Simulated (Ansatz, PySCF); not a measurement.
Species: sum formula BNHF2, net charge 0, doublet state. It need not be the lowest isomer of its formula. 
Geometry from a B3LYP-D3(BJ)/def2-TZVP (Ansatz, a program for electronic structure) optimisation:
```
B
F 1 1.3263
F 1 1.3263 2 118.11
N 1 1.4284 2 120.82 3 -174.27
H 4 1.0165 1 121.13 2 -92.94
```
Charge 0, spin multiplicity 2.

Dipole moments at this geometry, in debye (magnitudes).

```json
[
 {"level": "PBE/def2-TZVPD", "program": "Ansatz", "dipole (D)": "1.72"},
 {"level": "revPBE/def2-TZVPD", "program": "Ansatz", "dipole (D)": "1.71"},
 {"level": "TPSS/def2-TZVPD", "program": "PySCF", "dipole (D)": "1.74"},
 {"level": "r2SCAN0/def2-TZVPD", "program": "Ansatz", "dipole (D)": "1.89"},
 {"level": "PW6B95/def2-TZVPD", "program": "PySCF", "dipole (D)": "1.85"},
 {"level": "M06-2X/def2-TZVPD", "program": "PySCF", "dipole (D)": "1.89"},
 {"level": "MN15/def2-TZVPD", "program": "PySCF", "dipole (D)": "1.86"},
 {"level": "LC-wPBE/def2-TZVPD", "program": "Ansatz", "dipole (D)": "1.89"},
 {"level": "wB97X-V/def2-TZVPD", "program": "Ansatz", "dipole (D)": "…"},
 {"level": "CCSD(T)/aug-cc-pVDZ", "program": "Ansatz", "dipole (D)": "…"}
]
```

Problem. Fill in the missing entries.

Solution. 
- wB97X-V/def2-TZVPD, dipole (D): 1.86
- CCSD(T)/aug-cc-pVDZ, dipole (D): 1.85
